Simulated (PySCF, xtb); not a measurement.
H4OS2Si, SMILES O[SiH](S)S.

xtb 6.7.1 with GFN2-xTB at its own geometry gives an orbital gap of 4.85 eV and a dipole moment of 2.61 D.

The structure is a stationary point at PBE-D3(BJ)/def2-SVP. Other conformers were not sampled.

Q: What does PySCF with B3LYP/def2-TZVP give? (An estimate is asked for; the answer gives what the named calculation found.)

A: gap 7.11 eV (levels -7.40 and -0.29 eV), dipole 2.62 D.
